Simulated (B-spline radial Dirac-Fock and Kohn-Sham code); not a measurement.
## Relativistic shifts of the levels of Zn⁷⁺

System: zinc as Zn⁷⁺ in the configuration 1s2 2s2 2p6 3s2 3p6 3d5.

Both columns are ΔSCF binding energies of the configuration average from a radial atomic solver: non-relativistic Hartree-Fock with a point nucleus, and Dirac-Fock with a finite nucleus and the Coulomb interaction alone, averaged over the two j levels with weights 2j+1.

```
shell  Hartree-Fock (eV)  Dirac-Fock (eV)  shift (eV)  shift (%)
   1s             9738.4           9858.0     +119.64      +1.23
   2s             1358.1           1384.3      +26.16      +1.93
   2p             1208.1           1213.6       +5.51      +0.46
   3s              300.0            304.7       +4.72      +1.57
   3p              248.5            249.6       +1.12      +0.45
   3d              169.4            168.7       -0.75      -0.44
```

Relativity binds 1s, 2s, 2p, 3s, 3p more strongly, among those listed most of all 2s in relative terms, and 3d more weakly, because the contracted s and p shells screen the nucleus better.

Values without a named source are computed, but for edge energies of neutral atoms, which are taken from tables.
